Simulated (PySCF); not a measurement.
Working out the ionisation energy of V⁺

V⁺ [Ar] 3d4 (5D) → V²⁺ [Ar] 3d3 (4F). All numbers are calculated (PySCF 2.14, scalar relativity by spin-free X2C-1e, in ANO-RCC-VTZP). Frozen: [Ar]. Energies in hartree (1 hartree = 27.21139 eV):

| part | V⁺ (lower) | V²⁺ (upper) |
| --- | --- | --- |
| UHF | -947.915156 | -947.431557 |
| CCSD correlation | -0.052339 | -0.021755 |
| (T) | -0.000875 | -0.000080 |

What does Hartree-Fock give?

(-947.431557) − (-947.915156) = 0.483599 hartree = 13.159 eV.

What do CCSD and CCSD(T) give?

The CCSD correlation energies differ by 0.030584 hartree = 0.832 eV and the triples by 0.000795 hartree = 0.022 eV, so CCSD gives 13.991 eV and CCSD(T) 14.013 eV.

A first-order spin-orbit estimate adds -0.018 eV to CCSD(T) (valence), giving 13.995 eV against 14.634 ± 0.007 eV (measured; NIST Atomic Spectra Database, ionization energies).

What remains against the reference includes basis incompleteness, the frozen core and higher excitations.
